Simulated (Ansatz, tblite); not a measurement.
Removing and adding an electron: Au2S (the lowest singlet isomer of a short search). Total charge 0; singlet. Geometry: PBE-D4/def2-TZVP. Ansatz, gas phase; energy differences of separate SCF runs; the oxidised species was run as a doublet alone; the reduced species was run as a doublet alone.

```xyz
3

Au    0.5229   -1.5606    0.4008
Au   -0.1839    1.5843    0.5706
S    -0.3390   -0.0237   -0.9714
```

In the def2 sets Au takes a core potential; there is no spin–orbit coupling. The xTB rows come from tblite. The structure comes from a short search, and lower isomers may exist.

```tsv
level	−HOMO (eV)	vertical IE (eV)	−LUMO (eV)	vertical EA (eV)	HOMO–LUMO gap (eV)	IE − EA (eV)	remarks
GFN1-xTB	11.06	14.20	9.00	5.37	2.05	8.83	–
GFN2-xTB	9.38	13.09	6.83	3.76	2.55	9.33	–
PBE-D4/def2-TZVP	5.38	8.26	4.01	–	1.37	–	–
PBE-D4/def2-TZVPD	5.40	–	4.02	1.74	1.38	–	HOMO above zero (-1 doublet)
r2SCAN-D4/def2-TZVP	5.51	8.21	3.79	–	1.72	–	–
r2SCAN-D4/def2-TZVPD	5.52	–	3.79	1.74	1.73	–	HOMO above zero (-1 doublet)
PBE0-D4/def2-TZVP	6.35	8.17	3.08	–	3.26	–	–
PBE0-D4/def2-TZVPD	6.36	–	3.08	1.57	3.27	–	–
```

   A HOMO above zero means that the electron is unbound at that level or that self-interaction error raises the level; the energy of removing that electron tells which. Raw xTB energy differences between charge states are shifted by several eV; the methods need an empirical correction for them.
